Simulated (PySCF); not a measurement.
A structure optimised at PBE0-D3(BJ)/def2-SVP, used in a PySCF frequency run:

```xyz
5

F     -1.0271     0.1532     1.0790
C     -0.4447    -0.3585     0.0000
F     -1.0271     0.1532    -1.0790
Cl     1.2765     0.0499     0.0000
H     -0.5454    -1.4548     0.0000
```
Charge 0, spin multiplicity 1.

**Question.** Write its SMILES, formula and point group.

**Answer.** FC(F)Cl, CHClF2, Cs

**Question.** What are its rotational constants (standard atomic weights)?

**Answer.** 10.346, 4.8066, 3.4908 GHz
